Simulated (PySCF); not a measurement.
## Relaxation of singlet SrCl₂

Level of theory: PBE0 in PySCF with Sr def2-TZVP with ECP28, Cl def2-TZVP; scalar-relativistic core potentials, no spin–orbit coupling; density-fitted integrals. A (50,194) grid was used.

A start displaced from a saddle point along its imaginary mode, of C2v symmetry, held to at least that symmetry:

```xyz
3
charge 0 multiplicity 1, angstrom
Sr    0.0000   -0.1989    0.0000
Cl    0.0000    0.2500    2.6199
Cl    0.0000    0.2500   -2.6199
```

What forces act on the atoms at the start (eV/Å)?


```tsv
atom	Fx	Fy	Fz
Sr1	0.00	0.11	0.00
Cl2	0.00	-0.06	-0.36
Cl3	0.00	-0.06	0.36
```

What does it relax to?

It ends at C2v with Sr–Cl 2.603 Å (×2); Cl–Sr–Cl 145.1° (after a last refinement on a finer grid). A frequency run shows a minimum. Other isomers or separated fragments may lie lower.

How much energy is released, and in how many steps?

4.3 kJ/mol in 9 steps.

The relaxation took about 40 core-seconds on a shared host.
